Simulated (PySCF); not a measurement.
BH₃Se₂, SMILES [SeH]B[SeH]. Atoms are numbered in the order given.

```xyz
6

B      0.0000     0.0000    -0.8522
H      0.0000     0.0000    -2.0502
Se     0.0000     1.6718     0.1245
H      0.0000     2.5249    -1.0785
Se     0.0000    -1.6718     0.1245
H      0.0000    -2.5249    -1.0785
```

Geometry: B3LYP-D3(BJ)/def2-SVP. This is a generated structure with no PubChem entry under its InChIKey; it may be hypothetical. Other conformers were not sampled.

Level of theory: PySCF 2.14.0 with TDA-PBE/def2-SVPD.

Vertical excitations. The molecule is in vacuum. State labels are in the subgroup C2v.

Computed excitation energies, oscillator strengths and character:
| state | symmetry | energy (eV) | λ (nm) | f | main pairs |
|---|---|---|---|---|---|
| S1 | A2 | 4.66 | 266 | 0.000 | HOMO→LUMO+1 99 % |
| S2 | B2 | 4.90 | 253 | 0.334 | HOMO→LUMO 92 % |
| S3 | B1 | 5.67 | 219 | 0.003 | HOMO−2→LUMO 99 % |
| S4 | B1 | 5.70 | 217 | 0.003 | HOMO→LUMO+2 78 %, HOMO−1→LUMO+1 22 % |
| S5 | A2 | 5.93 | 209 | 0.000 | HOMO→LUMO+3 100 % |
| S6 | B1 | 5.93 | 209 | 0.030 | HOMO−1→LUMO+1 77 %, HOMO→LUMO+2 21 % |
| S7 | A1 | 6.08 | 204 | 0.045 | HOMO−1→LUMO 78 %, HOMO−2→LUMO+1 13 % |
| S8 | B1 | 6.28 | 197 | 0.033 | HOMO→LUMO+4 99 % |
| S9 | A2 | 6.30 | 197 | 0.000 | HOMO−3→LUMO 93 % |
| S10 | A1 | 6.34 | 196 | 0.000 | HOMO−2→LUMO+1 84 % |
| T1 | B2 | 3.65 | 340 | 0 | HOMO→LUMO 100 % |
| T2 | A2 | 4.42 | 281 | 0 | HOMO→LUMO+1 99 % |
| T3 | A1 | 4.51 | 275 | 0 | HOMO−1→LUMO 99 % |
| T4 | B1 | 5.14 | 241 | 0 | HOMO−2→LUMO 99 % |
Triplets are in the Tamm–Dancoff approximation.
